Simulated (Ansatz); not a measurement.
Al2Sb2. The state is a triplet with charge 0. Geometry PBE-D4/def2-SVP, that of the charge +1 doublet; atoms count from 1.

```csv
atom,x (Å),y (Å),z (Å)
Al1,1.484,0.920,-1.372
Al2,0.994,0.289,1.158
Sb3,-1.393,-0.881,1.408
Sb4,-1.085,-0.328,-1.195
```

In the def2 sets Sb takes a core potential; there is no spin–orbit coupling. The structure comes from a short search, and lower isomers may exist.

Estimate the Mulliken populations from the PBE0/def2-TZVP orbitals of Ansatz.


```json
{"atom": "Al1", "charge (e)": "0.12", "spin (α − β)": "0.72"}
{"atom": "Al2", "charge (e)": "0.15", "spin (α − β)": "0.02"}
{"atom": "Sb3", "charge (e)": "-0.13", "spin (α − β)": "0.86"}
{"atom": "Sb4", "charge (e)": "-0.14", "spin (α − β)": "0.39"}
```
Mulliken values and Mayer orders depend strongly on the basis.

Where does the spin sit?

Summed by element: Al 0.75, Sb 1.25, of 2 unpaired in all. Largest on single atoms: Sb3 0.86, Al1 0.72, Sb4 0.39.

And the Mayer bond orders between bonded heavy atoms (over 0.3)?

Al1–Al2 0.71 (2.65 Å); Al1–Sb4 1.00 (2.86 Å); Al2–Sb3 0.97 (2.67 Å); Sb3–Sb4 1.39 (2.68 Å). Values over 0.3 also appear between atoms too far apart for a bond (Al2–Sb4 0.61 at 3.20 Å); they arise where an orbital or an unpaired electron spreads over both atoms.
